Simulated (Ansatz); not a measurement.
Reaction (ligand exchange at a Ge–O bond): `[F][GeH]([Cl])[O][SiH3]` + `[SiH3]N[SiH3]` → `[F][GeH]([Cl])[N]([SiH3])[SiH3]` + `O[SiH3]`

Calculated with Ansatz (gas phase, PBE0-D4/def2-TZVP geometries, no zero-point term in ΔE). CCSD(T)/CBS is the MP2 limit (def2-TZVPP, def2-QZVPP) plus CCSD(T) − MP2 in def2-TZVPP, frozen cores. This one scheme is used for every species. Functionals use def2-TZVPP. For Ge outer-core shells are correlated without core-valence functions, which leaves a few kJ/mol of doubt a bond. Scalar relativity is left out up to krypton. One conformer a species, not always the lowest.

```json
{"level": "PBE", "ΔE (kcal/mol)": "6.2"}
{"level": "SCS-MP2/def2-QZVPP", "ΔE (kcal/mol)": "5.7"}
```

(1) What does CCSD(T)/CBS give? (Estimate.)

Largest T1 diagnostic among the species: 0.012.

## Answers

(1) Computed: +4.7 kcal/mol. The listed levels differ from it by 1.5, 1.0 kcal/mol.

In def2-TZVPP, CCSD(T) changes the Hartree–Fock value by −5.2 kcal/mol (the triples alone add −0.7 kcal/mol) and MP2 by −5.8 kcal/mol. The D4 term adds −2.3 kcal/mol with B3LYP and −1.3 kcal/mol with PBE0; it sums over pairs of atoms, weighted by their polarisabilities, and B3LYP, whose exchange is more repulsive, gets the larger term. At CCSD(T), def2-SVP lies +1.4 kcal/mol from the extrapolated value and def2-TZVPP +0.2 kcal/mol.

B3LYP here is the variant with VWN-RPA as its local correlation; programs differ in this.
